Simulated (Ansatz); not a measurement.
C11H10O3S, SMILES O=S(c1cc(cc2c1cco2)C=C)(=O)C. Atoms are numbered in the order given.

```xyz
25

C      3.3257    -1.7027     2.7661
C      2.0500    -1.6464     2.3661
C      1.4836    -0.7784     1.3269
C      0.1093    -0.9032     1.0235
C     -0.4974    -0.1182     0.0553
S     -2.2228    -0.3605    -0.3046
C     -2.2008    -1.3958    -1.7590
O     -2.7912     0.9277    -0.6978
O     -2.8083    -1.1435     0.7804
C      0.2487     0.8444    -0.6389
C      0.0090     1.8391    -1.6463
C      1.2146     2.4310    -1.8565
O      2.1938     1.9095    -1.0754
C      1.6182     0.9428    -0.3236
C      2.2522     0.1653     0.6296
H      4.1088    -1.0748     2.3324
H      3.6329    -2.3920     3.5553
H      1.3250    -2.3105     2.8490
H     -0.5072    -1.6259     1.5635
H     -3.2569    -1.5398    -2.0258
H     -1.6655    -0.8786    -2.5652
H     -1.7286    -2.3537    -1.5094
H     -0.9429     2.0820    -2.1101
H      1.5240     3.2374    -2.5175
H      3.3159     0.3013     0.8277
```

Geometry optimised at PBE0-D3(BJ)/def2-SVP. The structure was generated by enumeration, and PubChem lists no compound with its InChIKey, so it may never have been made. The values are those of a single conformer.

Two levels are set side by side: PBE-D3(BJ)/def2-SVP (Ansatz, a program for electronic structure) and PBE0-D3(BJ)/def2-SVP (Ansatz). Each level has its own optimised geometry; the coordinates shown are those of the second. Differences are taken from unrounded values.

```
quantity              PBE0-D3(BJ)  PBE-D3(BJ)  PBE-D3(BJ) minus PBE0-D3(BJ)
--------------------  -----------  ----------  ----------------------------
mean bond length (Å)        1.313       1.324                         0.012
bond C1–C2 (Å)              1.338       1.350                         0.012
bond C2–C3 (Å)              1.468       1.471                         0.003
bond C3–C4 (Å)              1.413       1.424                         0.011
bond C3–C15 (Å)             1.403       1.415                         0.012
bond C4–C5 (Å)              1.386       1.395                         0.009
bond C5–S6 (Å)              1.779       1.804                         0.025
bond C5–C10 (Å)             1.402       1.411                         0.009
bond S6–C7 (Å)              1.785       1.814                         0.029
bond S6–O8 (Å)              1.462       1.483                         0.021
bond S6–O9 (Å)              1.460       1.481                         0.021
bond C10–C11 (Å)            1.436       1.440                         0.004
bond C10–C14 (Å)            1.409       1.422                         0.013
bond C11–C12 (Å)            1.359       1.372                         0.013
bond C12–O13 (Å)            1.357       1.373                         0.016
bond O13–C14 (Å)            1.353       1.369                         0.016
bond C14–C15 (Å)            1.384       1.391                         0.008
```

Exact exchange shortens and stiffens bonds; PBE has none. Differences between two approximate levels are no errors against the true value.
